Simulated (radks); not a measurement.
The numbers below are computed, except where a source is named.
Q: These are the eigenvalues of the occupied orbitals of an atom or ion with whole-number occupations (eV). Code: a radial shooting solver on a logarithmic mesh with Libxc functionals. Model: non-relativistic Kohn-Sham, LDA (Slater exchange, Perdew-Wang correlation), spin-polarised, spherical densities, point nucleus.

orbital  eigenvalue
1s up     -24499.04
1s down   -24499.02
2s down   -3533.615
2s up     -3533.614
2p up     -3290.171
2p down   -3290.169
3s up     -644.2754
3s down   -644.2656
3p up     -546.0201
3p down   -546.0109
3d up     -363.7065
3d down   -363.7014
4s up      -87.6566
4s down    -87.6505
4p up      -56.7386
4p down    -56.7186
4d up       -8.1582
4d down     -7.9981
5s up       -4.5484

Which element is it, and in what charge state? The configuration may be excited. Open shells, if any, are filled with parallel spins first.

A: Z = 47, silver, charge 0: Ag in [Kr] 4d10 5s1. The list shows which subshells hold electrons but not how many an open one holds; the 1s level, -900.32 hartree, gives Z - s = 42.4 by -(Z - s)^2/2, which with screening narrows Z to a few neighbours, and the depths of the outer levels then fix element, charge and occupations together.
